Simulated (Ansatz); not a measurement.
Relaxation of AlBH8Si2 (12 atoms, charge 0, multiplicity 1), to a largest force component of 0.02 eV/Å in at most 50 steps.

Method: Ansatz 0.2.0, RKS B3LYP-D4/def2-SVP.

```xyz
12
Properties=species:S:1:pos:R:3
Si -1.519 1.338 -0.327
B -1.245 0.158 1.130
Al 0.391 -1.054 1.075
Si 1.976 -0.928 -0.749
H -1.698 0.608 -1.604
H -2.804 2.154 -0.088
H -0.406 2.313 -0.453
H -1.953 0.132 2.035
H 0.713 -2.052 2.332
H 2.440 0.428 -0.825
H -0.255 -1.710 -0.159
H 3.024 -1.883 -0.536
```

Question: Where does it end, and by what steps?

Answer: It converged. The force dipped under the threshold on the way, but the program's further checks kept it going. After 27 steps the energy has fallen by 3.759 eV; H11 moved furthest, 2.71 Å. Parted: Al3–H11. Joined: Si4–H11.

```
step  energy less start (eV)  largest force component (eV/Å)  accepted
   0                  0.0000                           3.131       yes
   1                 -1.1646                           1.813       yes
   2                 -1.7449                           1.133       yes
   3                 -2.0749                           0.936       yes
   4                 -2.3468                           0.911       yes
   5                 -2.6361                           1.026       yes
   6                 -2.9331                           0.877       yes
   7                 -3.1691                           0.267       yes
   8                 -3.2439                           0.315       yes
   9                 -3.2670                           0.401       yes
  10                 -3.3095                           0.308       yes
  11                 -3.3579                           0.392       yes
  12                 -3.4123                           0.705       yes
  13                 -3.4874                           0.642       yes
  14                 -3.5543                           0.495       yes
  15                 -3.6202                           0.298       yes
  16                 -3.6669                           0.107       yes
  17                 -3.6860                           0.291       yes
  18                 -3.7019                           0.361       yes
  19                 -3.7226                           0.213       yes
  20                 -3.7374                           0.187       yes
  21                 -3.7513                           0.061       yes
  22                 -3.7551                           0.052       yes
  23                 -3.7552                           0.110       yes
  24                 -3.7577                           0.047       yes
  25                 -3.7584                           0.011       yes
  26                 -3.7585                           0.017       yes
  27                 -3.7586                           0.013       yes
```

```xyz
12
Properties=species:S:1:pos:R:3
Si -2.193 1.388 -0.190
B -0.922 0.624 1.182
Al 0.122 -1.187 0.973
Si 2.237 -1.236 -0.303
H -2.660 0.414 -1.224
H -3.403 2.010 0.433
H -1.437 2.468 -0.907
H -0.726 1.358 2.126
H -0.449 -2.560 1.544
H 2.836 0.123 -0.483
H 1.992 -1.796 -1.671
H 3.267 -2.102 0.353
```

Run time: 81 s on 2 threads of Arm Neoverse V2, on a shared host, peak memory 0.23 GiB.
